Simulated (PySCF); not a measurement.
AlFH4O2SSi, SMILES [OH][Al]([OH])[S][SiH2]F.

Geometry optimised at B3LYP-D3(BJ)/def2-SVP. The structure was generated by enumeration; whether it is a known compound was not checked. Other conformers were not sampled.

Method: PySCF 2.14.0 with B3LYP-D3(BJ)/def2-SVP.

Frequencies are harmonic and unscaled.

Computed vibrational spectrum:
```csv
mode,ν (cm⁻¹),IR (km/mol),moving atoms (share of kinetic energy)
1,72,1.1,"O 30 %, Si 30 %, H 17 %, S 12 %, F 9 %"
2,120,17.5,"O 46 %, F 24 %, H 14 %, S 14 %"
3,183,37.2,"O 58 %, H 21 %, Si 11 %"
4,216,28.6,"O 36 %, Al 19 %, F 18 %, H 17 %, S 10 %"
5,222,3.1,"O 31 %, Al 21 %, H 20 %, S 14 %, F 9 %"
6,233,107.3,"H 55 %, O 23 %, F 12 %"
7,245,2.2,H 78 %
8,310,85.5,"Al 45 %, H 18 %, F 17 %, S 10 %"
9,333,25.9,"Al 27 %, F 27 %, Si 15 %, O 14 %, H 10 %"
10,416,67.5,"S 39 %, F 29 %, Al 16 %, O 8 %"
11,547,236.6,"H 73 %, O 15 %"
12,583,41.7,"S 43 %, Si 38 %, H 17 %"
13,597,166.0,"H 67 %, O 29 %"
14,606,5.6,H 93 %
15,639,40.0,"H 82 %, Si 11 %"
16,668,121.6,"F 60 %, Si 32 %"
17,804,154.5,"O 57 %, Al 31 %, H 11 %"
18,873,163.6,"H 85 %, Si 10 %"
19,945,117.2,"Al 49 %, O 44 %"
20,993,181.3,H 94 %
21,2265,100.4,H 98 %
22,2278,104.7,H 96 %
23,3926,92.0,H 94 %
24,3941,84.4,H 94 %
```
